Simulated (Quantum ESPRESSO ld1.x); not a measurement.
Q: The sulfur ion S10+, configuration [He] 2s2 2p2 (the NIST ground configuration). Method: non-relativistic Kohn-Sham, PW91, spin-unpolarised, spherical densities, point nucleus; computed with ld1.x of Quantum ESPRESSO 7.5. Some entries of the table are withheld. Estimate them.

orbital,occ.,eigenvalue (eV),<r^2> (bohr^2)
1s,2,(1),(2)
2s,2,-512.655,0.2196
2p,2,(3),(4)

A: 
(1) 1s eigenvalue (eV): -2788.945
(2) 1s <r^2> (bohr^2): 0.01260
(3) 2p eigenvalue (eV): -471.622
(4) 2p <r^2> (bohr^2): 0.1756
